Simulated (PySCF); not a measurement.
C3H2, SMILES [C][C][CH2] (connectivity only; charge and spin as stated), neutral, multiplicity 1. Atoms are numbered in the order given.

```xyz
5

C      0.0000     0.0000    -1.1190
C      0.0000     0.0000     0.2000
H      0.0000     0.9276    -1.6881
H      0.0000    -0.9276    -1.6881
C      0.0000     0.0000     1.4817
```

Geometry optimised at PBE0-D3(BJ)/def2-TZVP.

Method: PySCF with PBE0-D3(BJ)/def2-TZVP.

Harmonic, unscaled wavenumbers; measured fundamentals usually lie a few per cent lower.

Computed vibrational spectrum:
```tsv
mode	ν (cm⁻¹)	IR (km/mol)	moving atoms (share of kinetic energy)
1	231	2.7	C 91 %, H 9 %
2	299	1.9	C 79 %, H 21 %
3	1046	2.5	H 68 %, C 32 %
4	1049	20.0	H 72 %, C 28 %
5	1159	0.5	C 79 %, H 21 %
6	1481	10.7	H 77 %, C 23 %
7	2059	306.3	C 99 %
8	3117	7.1	H 95 %
9	3199	0.0	H 89 %, C 11 %
```
